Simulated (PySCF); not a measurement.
## Structure elucidation problem

Molecular formula: C8H13P. Simulated spectra:

¹H NMR (400 MHz, computed): δ 1.91 (s, 3H), 1.91 (q, 2H), 1.13 (t, 3H), 0.72 (m, 2H), 0.56 (m, 1H), 0.27 (m, 2H).

¹³C{¹H} NMR (computed): δ 275.0, 131.5, 28.9, 19.3, 14.7, 5.8, 2.0 (2C).

PySCF 2.14.0 with density-fitted response routines calculation with σ from GIAO-HF/pcSseg-1 and geometry: PBE0-D3(BJ)/def2-SVP; one conformer, rapidly exchanging positions averaged, in vacuum, no relativistic terms.

δ = σ(ref) − σ, references computed at the same level: ¹H (σ = 31.69 ppm) and ¹³C (σ = 190.85 ppm) against TMS.

Task: Propose a structure and justify it.

Result: 
7 carbon signals for 8 carbons: some carbons are equivalent by symmetry or fast rotation. Carbon types of the structure: 2 × C, 1 × CH, 3 × CH2, 2 × CH3, which accounts for all hydrogens. δC 275.0: cumulene carbon. δC 131.5: fully substituted alkene carbon; an sp2 carbon of a C=C bond. δC 28.9: allylic sp3 CH2; saturated and bonded to C and H only. δC 19.3: allylic methyl carbon; saturated and bonded to C and H only. δC 5.8, 2.0: three-membered-ring carbon; carbons of three-membered rings are unusually shielded. δH 1.91: hydrogen on an allylic methyl carbon; allylic position. δH 1.91: hydrogen on an allylic sp3 CH2; allylic position.

The compound is `InChI=1S/C8H13P/c1-3-7(2)6-9-8-4-5-8/h8H,3-5H2,1-2H3`.

The shifts were computed for this structure.

Splittings by ³¹P in the carbon and heteronuclear signals aren't shown, as no couplings were computed. Shifts are as computed. Against solution values, carbons near 30 ppm lie about -0 ppm off and those near 130 ppm about +7 ppm. Of 1309 compounds with measured shifts, 239 miss one by over three times the rms of a fit or turn the order of signals round; such compounds aren't used in these exercises. No couplings were computed; multiplicities are counted from neighbouring protons, with m where these are inequivalent, close in shift, in a saturated or five-membered ring or joined by F or P, and br s for small geminal =CH2 splittings.
